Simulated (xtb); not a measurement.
bismuth atom (Bi), quartet (GFN-xTB shapes and energies of metal compounds can be far from the true ones). Base run: GFN2-xTB (xtb).

xtb was given this input:
```
$ xtb mol.xyz --gfn 2 --uhf 3 --json

# file mol.xyz
1

Bi     0.00000000     0.00000000     0.00000000
```

Variants of this job, named by their change:

| change | ΔE vs base (kcal/mol) | G_solv (kcal/mol) | SCF cycles |
|---|---|---|---|
| base | 0.000 | - | 3 |
| acc = 0.1 | 0.000 | - | 3 |
| alpb = toluene | -0.98 | -0.98 | 3 |
| etemp = 1000 | 0.000 | - | 3 |
| gbsa = chcl3 | 0.172 | 0.17 | 3 |
| acc = 0.0001 | 0.000 | - | 3 |
| file = coord | 0.000 | - | 3 |

ALPB and GBSA are two models with their own fitted parameters for each solvent, which aren't always the measured dielectric constant.
